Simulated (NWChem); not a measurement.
System: CH8N2Si; SMILES C[SiH](N)N

Input file for NWChem:

```
start job
memory heap 200 mb stack 900 mb global 1100 mb
geometry units angstroms noautoz
  Si    -0.086632    -0.325754     0.000000
  C      1.747759     0.094317     0.000000
  N     -0.729080     0.245087    -1.519677
  N     -0.729080     0.245087     1.519677
  H     -0.378883    -1.783416     0.000000
  H      2.241264    -0.311970    -0.889016
  H      1.912899     1.179975     0.000000
  H      2.241264    -0.311970     0.889016
  H     -1.667948    -0.026124    -1.790498
  H     -0.545683     1.198370    -1.814180
  H     -1.667948    -0.026124     1.790498
  H     -0.545683     1.198370     1.814180
end
basis spherical
  Si library def2-svp
  C library def2-svp
  N library def2-svp
  H library def2-svp
end
dft
  xc bhlyp
  iterations 150
end
tddft
  nroots 6
  notriplet
end
task tddft energy
```

Excerpt of the output:

```
             Northwest Computational Chemistry Package (NWChem) 7.3.0
             --------------------------------------------------------

 CS  symmetry detected

                             Geometry "geometry" -> ""
                             -------------------------

 Output coordinates in angstroms (scale by  1.889725989 to convert to a.u.)

  No.       Tag          Charge          X              Y              Z
 ---- ---------------- ---------- -------------- -------------- --------------
    1 Si                  14.0000    -0.09126435    -0.34205784     0.00000000
    2 C                    6.0000     1.72862565     0.13695193     0.00000000
    3 N                    7.0000    -0.75178724     0.20776795     1.51967700
    4 N                    7.0000    -0.75178724     0.20776795    -1.51967700
    5 H                    1.0000    -0.33635522    -1.80838646     0.00000000
    6 H                    1.0000     2.23497631    -0.25320871     0.88901600
    7 H                    1.0000     1.85866838     1.22737084     0.00000000
    8 H                    1.0000     2.23497631    -0.25320871    -0.88901600
    9 H                    1.0000    -1.68142062    -0.09357953     1.79049800
   10 H                    1.0000    -0.59922805     1.16646948     1.81418000
   11 H                    1.0000    -1.68142062    -0.09357953    -1.79049800
   12 H                    1.0000    -0.59922805     1.16646948    -1.81418000

 Effective nuclear repulsion energy (a.u.)     179.8421063383

      Symmetry information
      --------------------

 Group name             Cs
 Group number              2
 Group order               2
 No. of unique centers     8

                                 NWChem DFT Module
                                 -----------------

 Summary of "ao basis" -> "ao basis" (spherical)
 ------------------------------------------------------------------------------
       Tag                 Description            Shells   Functions and Types
 ---------------- ------------------------------  ------  ---------------------
 Si                         def2-svp                 8       18   4s3p1d
 C                          def2-svp                 6       14   3s2p1d
 N                          def2-svp                 6       14   3s2p1d
 H                          def2-svp                 3        5   2s1p

      Symmetry analysis of basis
      --------------------------

        a'         60
        a"         40

            General Information
            -------------------
          SCF calculation type: DFT
          Wavefunction type:  closed shell.
          No. of atoms     :    12
          No. of electrons :    42
           Alpha electrons :    21
            Beta electrons :    21
          Charge           :     0
          Spin multiplicity:     1
          Use of symmetry is: off; symmetry adaption is: on
          Maximum number of iterations: 150
          AO basis - number of functions:   100
                     number of shells:    50
          Convergence on energy requested:  1.00D-06
          Convergence on density requested:  1.00D-05
          Convergence on gradient requested:  5.00D-04

              XC Information
              --------------
                        BHLYP Method XC Functional
                     Hartree-Fock (Exact) Exchange  0.500
                        Slater Exchange Functional  0.500 local
                    Becke 1988 Exchange Functional  0.500 non-local
              Lee-Yang-Parr Correlation Functional  1.000

             Grid Information
             ----------------
          Grid used for XC integration:  medium
          Radial quadrature: Mura-Knowles
          Angular quadrature: Lebedev.
          Tag              B.-S. Rad. Rad. Pts. Rad. Cut. Ang. Pts.
          ---              ---------- --------- --------- ---------
          Si                  1.10       88           8.0       590
          C                   0.70       49          10.0       434
          N                   0.65       49          10.0       434
          H                   0.35       45          12.0       434
          Grid pruning is: on
          Number of quadrature shells:   595
          Spatial weights used:  Erf1

      Superposition of Atomic Density Guess
      -------------------------------------

 Sum of atomic energies:        -438.84595011

      Non-variational initial energy
      ------------------------------

 Total energy =    -441.016052
 1-e energy   =    -958.912674
 2-e energy   =     338.054516
 HOMO         =      -0.336293
 LUMO         =       0.069420

[...]

                                NWChem TDDFT Module
                                -------------------

            General Information
            -------------------
           No. of orbitals :     200
            Alpha orbitals :     100
             Beta orbitals :     100
        Alpha frozen cores :       0
         Beta frozen cores :       0
     Alpha frozen virtuals :       0
      Beta frozen virtuals :       0
         Spin multiplicity :       1
    Number of AO functions :     100
        Use of symmetry is : off
      Symmetry adaption is : on
         Schwarz screening :  0.10D-07

              XC Information
              --------------
                 BHLYP Method XC Functional
              Hartree-Fock (Exact) Exchange   0.50
                 Slater Exchange Functional   0.50 local
             Becke 1988 Exchange Functional   0.50 non-local
       Lee-Yang-Parr Correlation Functional   1.00

             TDDFT Information
             -----------------
          Calculation type : TDDFT
         Wavefunction type : Restricted singlets
          No. of electrons :      42
           Alpha electrons :      21
            Beta electrons :      21
              No. of roots :       6
          Max subspacesize :    5200
            Max iterations :     100
               Target root :       1
           Target symmetry : none
      Symmetry restriction : off
                 Algorithm : Optimal
        Davidson threshold :  0.10D-03

    6 smallest eigenvalue differences (eV)
--------------------------------------------------------
  No. Spin  Occ  Vir  Irrep   E(Occ)    E(Vir)   E(Diff)
--------------------------------------------------------
    1    1   21   22 a"       -0.293     0.084    10.250
    2    1   21   23 a'       -0.293     0.115    11.096
    3    1   21   24 a"       -0.293     0.116    11.137
    4    1   20   22 a'       -0.333     0.084    11.351
    5    1   21   25 a"       -0.293     0.145    11.929
    6    1   20   23 a"       -0.333     0.115    12.197
--------------------------------------------------------

  Entering Davidson iterations
  Restricted singlet excited states

  Iter   NTrls   NConv    DeltaV     DeltaE      Time
  ----  ------  ------  ---------  ---------  ---------
    1      6       0     0.14E+00   0.10+100        8.0
    2     18       0     0.39E-01   0.16E-01       12.6
    3     30       0     0.16E-01   0.19E-02       13.3
    4     42       0     0.55E-02   0.45E-03       13.3
    5     54       0     0.24E-02   0.31E-04       14.2
    6     66       1     0.10E-02   0.62E-05       13.0
    7     76       3     0.64E-03   0.17E-05       11.0
    8     82       4     0.80E-01   0.91E-02        7.9
    9     86       4     0.32E-01   0.88E-02        6.3
   10     90       4     0.67E-02   0.87E-03        6.5
   11     94       4     0.20E-02   0.41E-04        6.6
   12     98       4     0.59E-03   0.23E-05        6.6
   13    102       4     0.18E-03   0.15E-06        7.2
   14    106       6     0.64E-04   0.11E-07        6.5
  ----  ------  ------  ---------  ---------  ---------
  Convergence criterion met

  Ground state a'       -441.680952915315 a.u.

  ----------------------------------------------------------------------------
  Root   1 singlet a"             0.262567787 a.u.                7.1448 eV
  ----------------------------------------------------------------------------
     Transition Moments    X -0.00000   Y  0.00000   Z -0.49157
     Dipole Oscillator Strength                    0.0422977685
     Electric Quadrupole                           0.0000000186
     Magnetic Dipole                               0.0000027398
     Total Oscillator Strength                     0.0423005269

     Occ.   18  a'  ---  Virt.   23  a"  -0.06745 X
     Occ.   20  a'  ---  Virt.   23  a"   0.32756 X
     Occ.   21  a"  ---  Virt.   22  a'   0.92075 X
     Occ.   21  a"  ---  Virt.   24  a'  -0.16423 X
  ----------------------------------------------------------------------------
  Root   2 singlet a'             0.279683314 a.u.                7.6106 eV
  ----------------------------------------------------------------------------
     Transition Moments    X  0.36472   Y -0.27391   Z -0.00000
     Dipole Oscillator Strength                    0.0387920213
     Electric Quadrupole                           0.0000002643
     Magnetic Dipole                               0.0000000664
     Total Oscillator Strength                     0.0387923520

     Occ.   18  a'  ---  Virt.   22  a'   0.11289 X
     Occ.   20  a'  ---  Virt.   22  a'  -0.58285 X
     Occ.   20  a'  ---  Virt.   24  a'   0.12954 X
     Occ.   21  a"  ---  Virt.   23  a"  -0.78303 X
     Occ.   21  a"  ---  Virt.   31  a"  -0.06508 X
  ----------------------------------------------------------------------------
  Root   3 singlet a"             0.313161260 a.u.                8.5216 eV
  ----------------------------------------------------------------------------
     Transition Moments    X -0.00000   Y -0.00000   Z  0.19392
     Dipole Oscillator Strength                    0.0078506990
     Electric Quadrupole                           0.0000000488
     Magnetic Dipole                               0.0000004381
     Total Oscillator Strength                     0.0078511858

[...]
```

Level: BHandHLYP/def2-SVP, full TDDFT. Coordinates come from a B3LYP/6-31G* (spherical d) optimisation.
